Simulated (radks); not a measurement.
Species: the sulfur ion S2+. Configuration: [Ne] 3s2 3p2.

Method: scalar-relativistic Kohn-Sham, BLYP, spin-polarised, spherical densities, finite nucleus; open shells are filled with parallel spins first; Fermi nuclear charge, rms radius 3.2611 fm; computed with a radial shooting solver on a logarithmic mesh with Libxc functionals.

Energy parts (hartree):
total: -398.03383
kinetic: 399.62648
electron-nucleus: -936.43267
Hartree: 163.79207
exchange-correlation: -25.01970

Orbitals (lengths in bohr, moments of r in powers of bohr; r(90%) holds 90 % of the orbital's charge):
\begin{tabular}{lrrrrr}
orbital & occ. & eigenvalue (hartree) & <1/r> & <r^4> & r(90%) \\ \hline
1s up & 1 & -89.44022 & 15.66 & 0.0004123 & 0.173 \\
1s down & 1 & -89.42716 & 15.66 & 0.0004121 & 0.173 \\
2s up & 1 & -8.71776 & 3.066 & 0.1356 & 0.751 \\
2s down & 1 & -8.70546 & 3.065 & 0.1350 & 0.751 \\
2p up & 3 & -6.70206 & 2.964 & 0.1290 & 0.737 \\
2p down & 3 & -6.68487 & 2.963 & 0.1280 & 0.736 \\
3s up & 1 & -1.47752 & 0.8773 & 12.73 & 2.34 \\
3s down & 1 & -1.38755 & 0.8755 & 13.47 & 2.37 \\
3p up & 2 & -1.05623 & 0.7706 & 21.35 & 2.67 \\
\end{tabular}

The highest occupied level is 3p up at -28.741 eV. Summed over all electrons, <r^2> = 14.90 bohr^2, which gives a Langevin (diamagnetic) susceptibility term of -11.8 x 10^-6 cm^3/mol. The electron density at the nucleus is 2961 e/bohr^3 (large components only). Spin moment in Bohr magnetons: 2. The density falls to 0.001 e/bohr^3 at r = 3.38 bohr.

Empty levels of this run are not shown, since the potential may be unsettled where no density lies.
